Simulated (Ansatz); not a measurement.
Consider the ligand exchange at the Si–O bond: `[SiH3][O][Mg][O][SiH3]` + `B[SiH2]N` → `B[SiH2]N[SiH3]` + `[OH][Mg][O][SiH3]`.

Program: Ansatz. Geometries: PBE0-D4/def2-TZVP. ΔE: electronic, gas phase. CBS: MP2 limit from def2 TZ/QZ plus the TZ coupled-cluster correction, frozen cores. DFT in def2-TZVPP. B3LYP here is the variant with VWN-RPA as its local correlation; programs differ in this. For Mg outer-core shells are correlated without core-valence functions, which leaves a few kJ/mol of doubt a bond. Each species was taken in one conformer, which may not be the lowest.

```json
{"level": "LDA (SPW92)", "ΔE (kJ/mol)": "58.7", "difference from CCSD(T)/CBS": "-11.1"}
{"level": "PBE-D4", "ΔE (kJ/mol)": "59.6", "difference from CCSD(T)/CBS": "-10.2"}
{"level": "B97M-V", "ΔE (kJ/mol)": "71.6", "difference from CCSD(T)/CBS": "1.8"}
{"level": "ωB97X-V", "ΔE (kJ/mol)": "65.1", "difference from CCSD(T)/CBS": "-4.7"}
{"level": "ωB97M-V", "ΔE (kJ/mol)": "64.2", "difference from CCSD(T)/CBS": "-5.6"}
{"level": "r2SCAN", "ΔE (kJ/mol)": "67.6", "difference from CCSD(T)/CBS": "-2.2"}
{"level": "PBE0", "ΔE (kJ/mol)": "65.0", "difference from CCSD(T)/CBS": "-4.8"}
{"level": "B3LYP", "ΔE (kJ/mol)": "70.4", "difference from CCSD(T)/CBS": "0.6"}
{"level": "r2SCANh", "ΔE (kJ/mol)": "67.8", "difference from CCSD(T)/CBS": "-2.0"}
{"level": "RPA@PBE/def2-TZVPP", "ΔE (kJ/mol)": "69.0", "difference from CCSD(T)/CBS": "-0.8"}
{"level": "HF/def2-SVP", "ΔE (kJ/mol)": "74.1", "difference from CCSD(T)/CBS": "4.3"}
{"level": "MP2/def2-SVP", "ΔE (kJ/mol)": "63.4", "difference from CCSD(T)/CBS": "-6.4"}
{"level": "CCSD(T)/def2-SVP", "ΔE (kJ/mol)": "64.1", "difference from CCSD(T)/CBS": "-5.7"}
{"level": "HF/def2-TZVPP", "ΔE (kJ/mol)": "79.3", "difference from CCSD(T)/CBS": "9.5"}
{"level": "SCS-MP2/def2-QZVPP", "ΔE (kJ/mol)": "70.9", "difference from CCSD(T)/CBS": "1.1"}
{"level": "MP2/CBS(def2)", "ΔE (kJ/mol)": "68.4", "difference from CCSD(T)/CBS": "-1.4"}
{"level": "CCSD(T)/CBS", "ΔE (kJ/mol)": "69.8", "difference from CCSD(T)/CBS": "0"}
```

Largest T1 diagnostic among the species: 0.011.

The D4 term adds −5.1 kJ/mol with B3LYP and −2.9 kJ/mol with PBE0; it sums over pairs of atoms, weighted by their polarisabilities, and B3LYP, whose exchange is more repulsive, gets the larger term. From BLYP to BHLYP (50 % exact exchange), in def2-TZVPP and without D4, ΔE moves by +3.7 kJ/mol.
